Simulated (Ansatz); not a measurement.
Ansatz results at the PBE0-D4/def2-TZVP geometry: LUMO energy (PBE0/def2-TZVPP) -1.19 eV; LUMO energy (B3LYP/def2-TZVPP) -1.42 eV; size of the dipole moment (B3LYP/def2-TZVPP) 1.20 D.

Each molecule was computed in one conformer, which needn't be the lowest.

Which molecule gave them?
A. `FC[SiH](F)CCl`
B. `O[Si]1([O][AlH2])CN1`
C. `CB(S)C(N)F`
D. `OC[SiH2][SeH]`

B. The others give `OC[SiH2][SeH]`: 0.17, -0.12, 2.68; `FC[SiH](F)CCl`: -0.12, -0.38, 1.05; `CB(S)C(N)F`: -0.83, -1.03, 1.26.

B3LYP here is the variant with VWN-RPA as its local correlation; programs differ in this.
